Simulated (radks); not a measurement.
Question: The mercury ion Hg1.625+, 78.375 electrons, occupied as [Ne] 3s2 3p(1/2: 2, 3/2: 3.375) 3d10 4s2 4p6 4d10 4f14 5s2 5p6 5d10 6s1 (fractional occupations, a model configuration). Method: Dirac Kohn-Sham, PBEsol, spin-unpolarised, spherical densities, finite nucleus; Fermi nuclear charge, rms radius 5.4648 fm; computed with a radial shooting solver on a logarithmic mesh with Libxc functionals. Some entries of the table are withheld. Estimate them.

orbital   occ.  eigenvalue (Ry)  <r> (bohr)
1s1/2        2        -6103.773     0.01660
2s1/2        2        -1084.802     0.06926
2p1/2        2        -1041.648         (1)
2p3/2        4        -898.4439         (2)
3s1/2        2        -259.8839      0.1799
3p1/2        2              (3)      0.1701
3p3/2    3.375              (4)      0.1859
3d3/2        4        -176.0952      0.1617
3d5/2        6        -169.2547      0.1665
4s1/2        2        -58.54052         (5)
4p1/2        2        -50.12132      0.3990
4p3/2        4        -42.36062      0.4329
4d3/2        4        -28.54423      0.4387
4d5/2        6        -27.08608      0.4497
5s1/2        2        -10.17311      0.8932
4f5/2        6         -9.26616      0.4688
4f7/2        8         -8.94047      0.4753
5p1/2        2         -7.35351      0.9589
5p3/2        4         -5.95907       1.053
5d3/2        4         -2.12366       1.372
5d5/2        6         -1.97097       1.424
6s1/2        1         -1.54715       2.359

Answer: 
(1) 2p1/2 <r> (bohr): 0.05691
(2) 2p3/2 <r> (bohr): 0.06558
(3) 3p1/2 eigenvalue (Ry): -240.3715
(4) 3p3/2 eigenvalue (Ry): -208.5227
(5) 4s1/2 <r> (bohr): 0.3975
